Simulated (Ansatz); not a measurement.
Computed with Ansatz.

C₂H₇GeN, SMILES `C=[C](N)[GeH3]` at its PBE0-D4/def2-TZVP geometry, where that method's forces vanish. Total charge 0; spin multiplicity 1.

| atom | x (Å) | y (Å) | z (Å) |
| --- | --- | --- | --- |
| C1 | -0.648 | -1.429 | -0.207 |
| C2 | -0.083 | -0.224 | -0.329 |
| N3 | 0.243 | 0.363 | -1.540 |
| Ge4 | 0.186 | 0.883 | 1.255 |
| H5 | -0.950 | -1.811 | 0.759 |
| H6 | -0.837 | -2.062 | -1.071 |
| H7 | 0.251 | -0.256 | -2.338 |
| H8 | 1.029 | 0.992 | -1.537 |
| H9 | -0.058 | 0.031 | 2.506 |
| H10 | -0.765 | 2.092 | 1.241 |
| H11 | 1.632 | 1.419 | 1.260 |

Q: For each bond, give half the difference of the two atoms' forces along it (eV/Å; positive pushes the atoms apart) under PBE-D4, r2SCAN-D4, B3LYP-D4, ωB97M-V in def2-TZVPP. (Best estimate.)

A: The calculation gave: 
| bond | length (Å) | PBE-D4 | r2SCAN-D4 | B3LYP-D4 | ωB97M-V |
| --- | --- | --- | --- | --- | --- |
| C1–C2 | 1.337 | 0.36 | 0.20 | 0.00 | -0.14 |
| C1–H5 | 1.081 | -0.02 | -0.09 | -0.08 | -0.02 |
| C1–H6 | 1.088 | 0.02 | -0.07 | -0.07 | -0.05 |
| C2–N3 | 1.385 | -0.04 | 0.09 | 0.20 | 0.37 |
| C2–Ge4 | 1.951 | -0.07 | -0.05 | 0.08 | 0.00 |
| N3–H7 | 1.010 | 0.24 | 0.01 | -0.04 | -0.11 |
| N3–H8 | 1.007 | 0.19 | -0.02 | -0.05 | -0.08 |
| Ge4–H9 | 1.533 | 0.06 | -0.05 | -0.03 | -0.08 |
| Ge4–H10 | 1.538 | 0.07 | -0.04 | -0.03 | -0.09 |
| Ge4–H11 | 1.543 | 0.06 | -0.05 | -0.03 | -0.08 |

B3LYP here is the variant with VWN-RPA as its local correlation; programs differ in this.
